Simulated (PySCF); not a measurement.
C3H5BF2S.
SMILES: `S(C)/C(BF)=C\F`

Torsions of this conformer, `[CH3:1][S:2]/[C:3]([BH:4][F:5])=[CH:6]\[F:7]`: C1–S2–C3–B4 2°, S2–C3–B4–F5 2°.

The closed-shell ground state was solved at several levels (PySCF, density fitting, gas phase, non-relativistic). One conformer (not necessarily the lowest) at the PBE0-D3(BJ)/def2-SVP geometry, without solvent, vibrations or thermal averaging.

| level | basis functions | HOMO (eV) | LUMO (eV) | gap (eV) | dipole (D) |
| --- | --- | --- | --- | --- | --- |
| BHandHLYP/pcSseg-1 | 151 | -7.36 | -0.51 | 6.85 | 1.21 |
| PBE0/cc-pVDZ | 127 | -6.24 | -1.34 | 4.90 | 0.86 |
| PBE0/pcSseg-0 | 77 | -6.53 | -1.67 | 4.86 | 1.45 |
| PBE0/6-31G | 77 | -6.35 | -1.49 | 4.86 | 1.38 |
| CAM-B3LYP/pcSseg-1 | 151 | -7.63 | -0.42 | 7.21 | 1.11 |
| PBE0/6-311+G(2d,p) | 227 | -6.43 | -1.55 | 4.88 | 0.96 |
| PBE0/IGLO-III | 304 | -6.36 | -1.50 | 4.86 | 0.85 |
| HF/pcSseg-1 | 151 | -8.81 | 2.14 | 10.95 | 1.53 |
| PBE0/def2-TZVP | 253 | -6.38 | -1.48 | 4.90 | 0.89 |
| mPW1PW91/pcSseg-1 | 151 | -6.44 | -1.56 | 4.88 | 1.05 |
| PBE0/aug-cc-pVDZ | 210 | -6.43 | -1.54 | 4.89 | 0.98 |

(1) Estimate the row for PBE0/def2-SVP, a basis of 127 functions; the other rows only guide the guess.

(2) Over all these levels, which gives the widest orbital gap and which the narrowest?

(3) How much does the basis alone move the frontier levels among the 8 PBE0 rows (the withheld one included)?

(4) In the pcSseg-1 basis, how does the gap go with the fixed share of exact exchange?

(5) How far do the dipole and the HOMO energy spread over the levels?

Results:

(1) HOMO -6.26 eV, LUMO -1.42 eV, gap 4.84 eV, dipole 0.95 D.

(2) HF/pcSseg-1 (Hartree–Fock, all exact exchange) has the widest, 10.95 eV, and PBE0/def2-SVP (global hybrid, 25 % exact exchange) the narrowest, 4.84 eV. Functional and basis both differ between the two, so the spread mixes both effects.

(3) The HOMO by 0.29 eV and the LUMO by 0.33 eV. By rising basis size (HOMO, LUMO in eV): pcSseg-0 -6.53, -1.67; 6-31G -6.35, -1.49; cc-pVDZ -6.24, -1.34; def2-SVP -6.26, -1.42; aug-cc-pVDZ -6.43, -1.54; 6-311+G(2d,p) -6.43, -1.55; def2-TZVP -6.38, -1.48; IGLO-III -6.36, -1.50.

(4) mPW1PW91 (25 %) 4.88 eV; BHandHLYP (50 %) 6.85 eV; HF (100 %) 10.95 eV. Each rise in the share widens the gap here.

(5) The dipole runs from 0.85 to 1.53 D (mean 1.10 D) and the HOMO from -8.81 to -6.24 eV.
